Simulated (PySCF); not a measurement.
C₆H₉BO, SMILES BCCc1ccco1 at its GFN2-xTB optimised geometry (Å):

```
17

B     -2.4926    -2.4840     1.6509
C     -1.4302    -1.3480     1.4654
C     -0.8882    -1.1315     0.0418
C      0.1031    -0.0194     0.0000
C      1.4668    -0.0194     0.0000
C      1.8671     1.3404     0.0000
C      0.7183     2.0649     0.0035
O     -0.3539     1.2525     0.0045
H     -2.9142    -2.6905     2.7218
H     -2.8691    -3.1207     0.7462
H     -0.5843    -1.5264     2.1379
H     -1.8612    -0.4043     1.8172
H     -1.7188    -0.8943    -0.6255
H     -0.4071    -2.0435    -0.3127
H      2.1071    -0.8779    -0.0047
H      2.8691     1.7181    -0.0027
H      0.5333     3.1207     0.0037
```

Calculation: B3LYP/def2-SVP in PySCF 2.14.0. Cells within 0.4 Å of a nucleus heavier than hydrogen are left out (blank, or x).

Map of the deformation density (molecule minus spherical neutral atoms) (e/bohr³) on the plane z = 1.2 Å:

```
|222222222222222222222222222|
|222222222222222222222222222|
|222222222222222222222222222|
|222222222222222222222222222|
|222222222222222222222222222|
|222222222222222222222222222|
|222222222222222222222222222|
|222222222222222222222222222|
|222222222222222222222222222|
|222222222222221222222222222|
|222222222222211122222222222|
|222222222222211112222222222|
|222222222221111122222222222|
|222222221111112222222222222|
|222222222310112222222222222|
|222222212331111222222222222|
|222222112xx3111222222222222|
|222221026831112222222222222|
|222211027511112222222222222|
|222222583211122222222222222|
|222223992112222222222222222|
|222223552122222222222222222|
|222222222222222222222222222|
|222222222222222222222222222|
|222222222222222222222222222|
|222222222222222222222222222|
|222222222222222222222222222|
```
Scale: ten equal steps from -0.022 (start of '0') to 0.064 (end of '9'), in the order '0123456789'; x runs from -5.50 to 5.50, y from -5.50 (bottom) to 5.50 (top).
